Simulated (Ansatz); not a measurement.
Reaction (SMILES): C[C@@H]1CC[C@H](C)C1 -> C[C@@H]1C[CH][C@H](C)C1 + H atom (the C-H bond at the site shown breaks; other sites are not compared here)
Each molecule is optimised on its own at B3LYP-D3(BJ)/def2-TZVP (Ansatz, a quantum-chemistry and plane-wave program), one conformer each, not searched for the lowest. Frequencies are from Ansatz.

Property: bond dissociation energy (0 K, with B3LYP-D3(BJ) harmonic zero-point energies), in kcal/mol. Cores are frozen in the correlated levels unless marked. UHF or UKS for open shells. Spin-orbit coupling is left out. Non-relativistic. CBS(X,Y): correlation extrapolated as X^-3; Hartree-Fock from the larger set. [CCSD(T)-MP2]/basis is that difference in the basis named.

| level | program | bond dissociation energy (kcal/mol) | minus last row |
|---|---|---|---|
| SVWN5/def2-TZVPD | Ansatz | 100.4 | 4.8 |
| revPBE/def2-TZVPD | Ansatz | 87.2 | -8.4 |
| r2SCANh/def2-TZVPD | Ansatz | 88.2 | -7.4 |
| wB97M-V/def2-TZVPD | Ansatz | 94.1 | -1.5 |
| B2GP-PLYP-D3(BJ)/def2-TZVPD | Ansatz + dftd3 | 92.2 | -3.4 |
| MP2/STO-3G | Ansatz | 109.2 | 13.6 |
| RI-MP2/CBS(cc-pVTZ,cc-pVQZ)+[CCSD(T)-MP2]/cc-pVTZ | Ansatz | 95.6 | 0.0 |
